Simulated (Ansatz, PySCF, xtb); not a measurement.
Dimer: HI (SMILES I) (first 2 atoms) with Si2H6 (SMILES [SiH3][SiH3]); geometry from B3LYP-D3(BJ)/def2-TZVP, rigid monomers moved along the line of their centres of mass till H2···Si3 is 2.80 Å.
(charge 0, multiplicity 1):
```xyz
10

I     -0.612    -0.355    -0.570
H      0.324    -0.252     0.743
Si    -0.430    -0.003     3.432
Si     0.065     0.180     5.716
H     -1.249    -1.208     3.163
H      0.829    -0.117     2.650
H     -1.163     1.192     2.953
H     -1.188     0.299     6.501
H      0.899     1.381     5.964
H      0.805    -1.020     6.177
```

Counterpoise-corrected where a basis set is named; no monomer relaxation.

The values were computed with Ansatz (a quantum-chemistry and plane-wave program); PySCF for the dispersion terms; xtb for the GFN methods. Values without a source in brackets are computed. In def2 rows elements past Kr take small-core potentials, without spin–orbit coupling.

One of these levels gives -2.06 kcal/mol for the interaction energy. Which one is it?
A. PBE/def2-TZVPPD
B. PBE-D4/def2-TZVPPD
C. HF/def2-SVPD
D. GFN1-xTB

D, GFN1-xTB. The others give 3.21 (HF/def2-SVPD), 0.14 (PBE/def2-TZVPPD), -0.99 (PBE-D4/def2-TZVPPD)
